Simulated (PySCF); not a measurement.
**CH5OPSi**

CH5OPSi is a carbene (divalent C1, bonded to 1 O + 1 P), neutral, singlet. The structure, one conformer, was relaxed in the gas phase by PBE0-D3(BJ)/def2-SVP. No frequency run checks that it is a minimum.

The strong deshielding of the divalent centre rests on a low-lying excitation, and density functionals tend to overstate it.

SMILES: O[C]P[SiH3]

```xyz
9

C     0.751   -1.722    0.828
O     0.910   -2.041   -0.417
P    -0.516   -0.462    1.216
Si   -0.361    1.104   -0.405
H     0.440   -1.483   -1.079
H     0.140    0.142    2.316
H    -1.658    1.782   -0.689
H     0.720    2.107   -0.184
H    -0.019    0.285   -1.624
```
Atoms count from 1 in this order.

Shieldings: GIAO PBE0/pcSseg-2. Shifts are against computed references at the same level: C TMS (σ 184.1 ppm), H TMS (σ 31.24 ppm), Si TMS (σ 341.3 ppm). Core levels by delta-SCF with SCAN, pcX-2 on the ionised atom and pcseg-1 elsewhere, spin-free X2C (2p3/2 is the spin-free 2p value less a third of a first-order spin-orbit splitting); from the vacuum level, for chosen atoms.

(1) Give the shieldings and core levels atom by atom.

(2) By CAM-B3LYP/def2-SVPD (TDDFT singlets, Tamm-Dancoff triplets, ionisation by delta-SCF), where does absorption start, and what does vertical ionisation take?

Answers

(1) 
```json
{"atoms": "C1", "bonded to": "1 O + 1 P", "σ (ppm)": "-360.1", "δ (ppm)": "544.2", "core level (eV)": "-"}
{"atoms": "O2", "bonded to": "1 C + 1 H", "σ (ppm)": "-127.5", "δ (ppm)": "-", "core level (eV)": "1s 540.37"}
{"atoms": "P3", "bonded to": "1 C + 1 Si + 1 H", "σ (ppm)": "391.5", "δ (ppm)": "-", "core level (eV)": "2p3/2 136.44"}
{"atoms": "Si4", "bonded to": "1 P + 3 H", "σ (ppm)": "464.5", "δ (ppm)": "-123.3", "core level (eV)": "2p3/2 107.26"}
{"atoms": "H5", "bonded to": "1 O", "σ (ppm)": "17.42", "δ (ppm)": "13.83", "core level (eV)": "-"}
{"atoms": "H6", "bonded to": "1 P", "σ (ppm)": "24.75", "δ (ppm)": "6.49", "core level (eV)": "-"}
{"atoms": "H7 H8 H9", "bonded to": "1 Si", "σ (ppm)": "27.48", "δ (ppm)": "3.76", "core level (eV)": "-"}
```

Values are those of this one static structure, with the three H of a rotating XH3 group averaged; atoms that internal rotation interchanges would show their mean in an NMR spectrum.

Core levels of C1 are left out, their hole states being strongly spin-contaminated.

(2) The lowest singlet lies at 2.52 eV (f 0.002), the strongest of the first 6 at 5.45 eV (f 0.059), the lowest triplet at 1.31 eV; vertical ionisation takes 8.12 eV.

The 3 runs behind this took 2.4 min in all, one thread each of Arm Neoverse N1 on a shared host, launched as `OMP_NUM_THREADS=1 python cluster_run.py task.json out`.
